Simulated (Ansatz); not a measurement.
Species: dimethylborinic acid, C₂H₇BO, charge 0, multiplicity 1. SMILES: CB(C)O
Coordinates optimised at B3LYP-D3(BJ)/def2-TZVP (Ansatz, a program for electronic structure):
```
B
O 1 1.3670
H 2 0.9631 1 113.54
C 1 1.5715 2 116.87 3 -178.62
H 4 1.0907 1 112.96 2 -11.80
H 4 1.0936 5 108.89 1 124.89
H 4 1.0963 5 107.69 6 114.18
C 1 1.5781 2 121.14 3 1.55
H 8 1.0933 1 111.55 2 -135.20
H 8 1.0937 9 108.06 1 -126.64
H 8 1.0960 9 105.72 10 -114.64
```

Computed values are from Ansatz. Correlated levels leave the core frozen unless marked. Open shells are spin-unrestricted. No spin-orbit coupling. No relativistic terms. Basis-set limits of correlation are two-point, X^-3; Hartree-Fock from the larger set. [CCSD(T)-MP2]/basis is that difference in the basis named.

Problem. What is the atomisation energy De at CCSD(T)/CBS(aug-cc-pVTZ,aug-cc-pVQZ)?

Solution. 1045.9 kcal/mol.

Problem. What is the total energy at CCSD(T)/CBS(aug-cc-pVTZ,aug-cc-pVQZ)?

Solution. -180.3513 Eh.

Problem. What is the vertical ionisation energy (to the doublet) at RI-MP2/CBS(aug-cc-pVTZ,aug-cc-pVQZ)+[CCSD(T)-MP2]/aug-cc-pVTZ?

Solution. 11.09 eV.

Problem. What is the dipole moment at CCSD(T)/aug-cc-pVDZ?

Solution. 1.37 D.

Problem. What is the T1 diagnostic at CCSD/aug-cc-pVQZ?

Solution. 0.011.
